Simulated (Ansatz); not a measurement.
A set of 12 reactions (hydrogenolysis), with CCSD(T)/CBS values in kJ/mol:

```json
{"reaction": "`C[SiH](C)[SiH2]Cl` + H₂ → `C[SiH2][SiH2]Cl` + CH₄", "ΔE": "-24.7"}
{"reaction": "`[NH2][Sn]([NH2])([NH2])[NH2]` + H₂ → `[NH2][SnH]([NH2])[NH2]` + NH₃", "ΔE": "-4.6"}
{"reaction": "`NC=C=CF` + H₂ → `C=C=CF` + NH₃", "ΔE": "-68.1"}
{"reaction": "`F[CH]([SiH3])[AlH][SiH3]` + H₂ → `[AlH2][SiH3]` + `FC[SiH3]`", "ΔE": "-23.1"}
{"reaction": "`OB(Cl)CCl` + H₂ → `OBCCl` + HCl", "ΔE": "68.8"}
{"reaction": "`C=C=C[CH2][GeH3]` + H₂ → `[CH3][GeH3]` + `C=C=C`", "ΔE": "-55.9"}
{"reaction": "`FC[SiH2][SnH2][F]` + H₂ → `FC[SiH2][SnH3]` + H–F", "ΔE": "30.2"}
{"reaction": "`CC[SiH2]O` + H₂ → `CC[SiH3]` + H₂O", "ΔE": "68.9"}
{"reaction": "`CC(F)BF` + H₂ → `BC(C)F` + H–F", "ΔE": "123.5"}
{"reaction": "`OCCO[SiH3]` + H₂ → `CCO[SiH3]` + H₂O", "ΔE": "-102.9"}
{"reaction": "`S[SiH2]BCl` + H₂ → `[SiH3]S` + `BCl`", "ΔE": "-34.8"}
{"reaction": "`OB(Cl)CCl` + H₂ → `OBCl` + `CCl`", "ΔE": "-10.3"}
```

Computed with Ansatz on PBE0-D4/def2-TZVP structures; ΔE is electronic, products minus reactants. CCSD(T)/CBS is the MP2 limit (def2-TZVPP, def2-QZVPP) plus CCSD(T) − MP2 in def2-TZVPP, frozen cores. This one scheme is used for every species. DFT in def2-TZVPP. B3LYP here is the variant with VWN-RPA as its local correlation; programs differ in this. Elements past krypton have def2 core potentials. For Ge, Sn outer-core shells are correlated without core-valence functions, which leaves a few kJ/mol of doubt a bond. Scalar relativity is left out up to krypton. One conformer a species, not always the lowest.

Problem. Give the mean, mean absolute and largest difference (level minus CCSD(T)/CBS, kJ/mol) for: PBE-D4, r2SCAN-D4, PBE0-D4, B3LYP-D4, ωB97X-V, ωB97M-V, r2SCAN, PBE0, B3LYP, HF/def2-TZVPP, SCS-MP2/def2-TZVPP, HF/def2-QZVPP, HF/CBS(def2), MP2/CBS(def2). (Estimate.)

Solution. The calculation gave: 
| level | mean | mean absolute | largest |
| --- | --- | --- | --- |
| PBE-D4 | 5.7 | 7.2 | 21.0 |
| r2SCAN-D4 | 5.9 | 6.6 | 15.9 |
| PBE0-D4 | 0.4 | 4.2 | 12.8 |
| B3LYP-D4 | 2.0 | 4.0 | 11.3 |
| ωB97X-V | 0.4 | 4.3 | 8.6 |
| ωB97M-V | 0.8 | 3.5 | 7.3 |
| r2SCAN | 4.5 | 6.1 | 14.9 |
| PBE0 | -4.0 | 5.9 | -14.2 |
| B3LYP | -5.8 | 9.2 | -14.3 |
| HF/def2-TZVPP | -18.5 | 18.5 | -39.5 |
| SCS-MP2/def2-TZVPP | -1.1 | 3.3 | -9.5 |
| HF/def2-QZVPP | -18.4 | 18.4 | -39.6 |
| HF/CBS(def2) | -18.4 | 18.5 | -39.6 |
| MP2/CBS(def2) | 4.6 | 5.0 | 8.7 |

The largest T1 diagnostic in the set is 0.013, for `NC=C=CF` (customary mark 0.02).

CCSD(T)/CBS is a level of theory with its own doubt, and the functionals carry their triple-zeta basis error, so these figures describe this set and don't rank the functionals.
